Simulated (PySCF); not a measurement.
Work out the structure from these simulated measurements.

Formula: C8H15N.

* NMR, other nuclei: isotropic shieldings of nuclei other than C and H, by class: 205 (1 N) ppm [GIAO PBE0/pcSseg-1]
* Valence photoelectron: vertical ionisation energy: 8.21 eV [ΔSCF CAM-B3LYP/def2-SVPD]
* Polarisability: 95.7 au [CAM-B3LYP/def2-SVPD]
* Triplet: lowest triplet excitation (Tamm–Dancoff): 5.66 eV [TDA CAM-B3LYP/def2-SVPD]
* Rotational structure: rotational constants A, B, C: 2.792, 1.477, 1.183 GHz [PBE0-D3(BJ)/def2-SVP]
* Dipole: 1.07 D [CAM-B3LYP/def2-SVPD]
* UV, strongest line: among the 10 lowest singlet transitions: S8 at 7.96 eV (156 nm, f = 0.030) [TDDFT CAM-B3LYP/def2-SVPD]
* 13C NMR: chemical shifts (computed TMS as zero) by class: 59.1 (1 C), 44.8 (1 C), 38.2 (1 C), 30.6 (1 C), 28.3 (1 C), 27.0 (1 C), 26.4 (1 C), 22.2 (1 C) ppm [GIAO PBE0/pcSseg-1]
* XPS: C1s 290.1, C1s 290.1, C1s 290.2, C1s 290.3, C1s 290.3, C1s 290.3, C1s 290.8, C1s 291.0, N1s 404.2 eV [ΔSCF SCAN, pcX-2 on the ionised atom, pcseg-1 elsewhere, spin-free X2C]
* UV, first state: lowest singlet excitation: 5.86 eV (212 nm, f = 0.002) [TDDFT CAM-B3LYP/def2-SVPD]

Gas-phase values; electronic properties from PySCF, density fitting. Levels stand in brackets. Geometry: PBE0-D3(BJ)/def2-SVP, one conformer, isolated molecule. Each NMR value is the plain mean over a class of atoms that symmetry, rotation or inversion makes alike.

Problem. Propose a structure and show how it fits.

Solution. Numbering: `[CH2:1]1[CH2:2][CH2:3][C@H:4]2[NH:5][CH2:6][CH2:7][C@H:8]2[CH2:9]1`. Its formula, C8H15N, gives 2 degrees of unsaturation: 2 rings and 0 π bonds in the structure found. 8 carbons fall into 8 classes; from least to most shielded: ring sp3 carbon bound to nitrogen [C4] (59.1 ppm), ring sp3 carbon bound to nitrogen [C6] (44.8 ppm), sp3 carbon at a ring junction [C8] (38.2 ppm), ring CH2 carbon [C3] (30.6 ppm), ring CH2 carbon [C9] (28.3 ppm), ring CH2 carbon [C7] (27.0 ppm), ring CH2 carbon [C2] (26.4 ppm), ring CH2 carbon [C1] (22.2 ppm). The other shieldings belong to: 205 ppm, secondary amine nitrogen [N5]. The core levels belong to: C1s 290.1 eV, sp3 carbon at a ring junction [C8]; C1s 290.1 eV, ring CH2 carbon [C3]; C1s 290.2 eV, ring CH2 carbon [C7]; C1s 290.3 eV, ring CH2 carbon [C9]; C1s 290.3 eV, ring CH2 carbon [C1]; C1s 290.3 eV, ring CH2 carbon [C2]; C1s 290.8 eV, sp3 carbon bound to nitrogen [C4]; C1s 291.0 eV, sp3 carbon bound to nitrogen [C6]; N1s 404.2 eV, secondary amine nitrogen [N5]. The first electron is taken from the HOMO, whose largest Löwdin shares are 0.56 on the secondary amine nitrogen, 0.10 on an sp3 carbon bound to nitrogen, 0.08 on an sp3 carbon bound to nitrogen and 0.06 on a ring CH2 carbon. The optimised geometry has point group C1 and is an asymmetric top. Structure: octahydroindole, `C1CC[C@H]2NCC[C@H]2C1`. Computed isomers that give other values at the same levels: `CN[C@@H]1C=CCCCC1` (smallest rotational constant: 0.912 GHz; this holds for the one conformer computed); `CC(C)=C=C(C)N(C)C` (rotational constant A: 2.569 GHz; this holds for the one conformer computed). The assignments are read from this structure; whether some other isomer fits the data as well wasn't checked. The mirror image fits equally.
